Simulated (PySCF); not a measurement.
Species: C6H9N2PSi.
SMILES with atom numbers: `[PH2:1][SiH2:2]/[N:3]=[CH:4]/[c:5]1[cH:6][cH:7][cH:8][cH:9][n:10]1`

Geometry (GFN2-xTB, Å), atoms numbered from 1 in this order:
```xyz
19
C6H9N2PSi angstrom
P      3.8721    1.4797   -0.0677
Si     3.0986   -0.6313   -0.1970
N      1.3750   -0.6659   -0.1306
C      0.5838    0.3087   -0.0261
C     -0.8649    0.1316    0.0221
C     -1.4416   -1.1400   -0.0015
C     -2.8203   -1.2408    0.0483
C     -3.5720   -0.0772    0.1169
C     -2.9018    1.1404    0.1337
N     -1.5900    1.2474    0.0893
H      3.4199    1.8500   -1.3218
H      5.1348    1.1887   -0.5452
H      3.4185   -1.3242   -1.4462
H      3.5608   -1.3667    0.9781
H      0.9135    1.3557    0.0340
H     -0.7993   -2.0041   -0.0564
H     -3.3027   -2.2077    0.0349
H     -4.6498   -0.1106    0.1569
H     -3.4444    2.0755    0.1862
```

NICS = −σ at a ghost point: NICS(0) at the centroid of the ring atoms, NICS(1) 1 Å to either side along the normal of their mean plane, zz for the tensor component along that normal. Level: GIAO PBE0/pcSseg-1 (PySCF, non-relativistic, gas phase) on the GFN2-xTB geometry, one conformer.

Ring bond lengths (Å), with Mayer bond orders in brackets: C5–C6 1.397 (1.31), C6–C7 1.383 (1.44), C7–C8 1.387 (1.41), C8–C9 1.390 (1.39), C9–N10 1.317 (1.51), N10–C5 1.332 (1.45).

Problem. Give the NICS values of each ring in ppm.

Solution. 
```json
{"ring": "C5–C6–C7–C8–C9–N10", "type": "6-membered ring with N; formal bonds all aromatic", "NICS(0)": "-6.8", "NICS(1), two faces": "-11.1 / -11.1", "NICS(1)zz, two faces": "-27.3 / -27.3", "rms pucker (Å)": "0.00", "centre to ring atoms, mean (Å)": "1.37"}
```

Problem. What do they say, and how far can they be read as aromaticity?

Solution. 
- C5–C6–C7–C8–C9–N10: mean NICS(1)zz -27.3 ppm, shielded. The ring is flat and has no four-coordinate atom; by the NICS criterion it is aromatic.

Problem. How equal are the bonds by HOMA? HOMA = 1 − mean of α(R − Ropt)² over the ring bonds, with Krygowski's 1993 parameters (CC: Ropt 1.388 Å, α 257.7 Å⁻²; CN: Ropt 1.334 Å, α 93.52 Å⁻²).

Solution. 
- C5–C6–C7–C8–C9–N10: HOMA 0.99; the largest term is that of C9–N10, α(R − Ropt)² = 0.03. The geometric and the magnetic index point the same way.

Problem. What is the mean of the two in-plane components of NICS at the first NICS(1) probe listed for ring C5–C6–C7–C8–C9–N10, 1 Å off the ring?

Solution. The isotropic value is a third of the trace: (3 × -11.1 − (-27.3))/2 = -3.0 ppm.

Problem. Give the inner angles of the rings and the Hirshfeld charges of the ring atoms.

Solution. 
- C5–C6–C7–C8–C9–N10: C5 122.6° (+0.049 e), C6 118.5° (-0.039 e), C7 118.7° (-0.028 e), C8 118.3° (-0.043 e), C9 123.4° (+0.018 e), N10 118.4° (-0.152 e); sum 720.0° against 720° for a flat convex ring.

Hardware: one thread of an Arm Neoverse V1, shared host. Cost: 54 s wall, 0.99 GiB resident at most. This is the whole shielding run at PBE0/pcSseg-1, SCF included.
